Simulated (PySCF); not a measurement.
**Electronic structure of P²⁺ (phosphorus, charge +2) at the UHF level**

Configuration: [Ne] 3s2 3p1, 2P determinant. Calculation: PySCF 2.14, in def2-TZVP (5s5p2d1f, 37 functions); no relativity, point nucleus.

- Total energy: -339.641401 hartree
- One-electron energy: -459.1455 hartree
- Hartree (Coulomb) energy: 141.5393 hartree
- Exchange energy: -22.0352 hartree
- Kinetic energy: 339.56407 hartree
- ⟨S²⟩: 0.7636
- ⟨L²⟩: 2.041
- Sum of ⟨r⟩: 9.655 bohr
- Sum of ⟨r²⟩: 14.12 bohr²
- Traceless quadrupole moment −½Σ⟨3z² − r²⟩ along its main axis: -1.87 e·bohr²
- Density at the nucleus (Gaussians lack the cusp): 2110 bohr⁻³
- Spin density at the nucleus: 0.0745 bohr⁻³
- Langevin diamagnetic susceptibility: -11.2 ×10⁻⁶ cm³/mol
- Time after the integrals: 0.12 s of wall time on 1 thread of Neoverse-V1 (shared host)

```
shell  electrons  mean orbital energy (eV)  spread (eV)  rms radius, mean of both spins (bohr)
 1s α          1                   -2200.9            0                                  0.120
 1s β          1                   -2200.6            0                                  0.120
 2s α          1                   -228.52            0                                  0.561
 2s β          1                   -228.23            0                                  0.561
 2p α          3                   -171.10        0.540                                  0.539
 2p β          3                   -170.56        0.636                                  0.539
 3s α          1                   -40.050            0                                   1.90
 3s β          1                   -37.058            0                                   1.90
 3p α          1                   -29.973            0                                   2.13
```
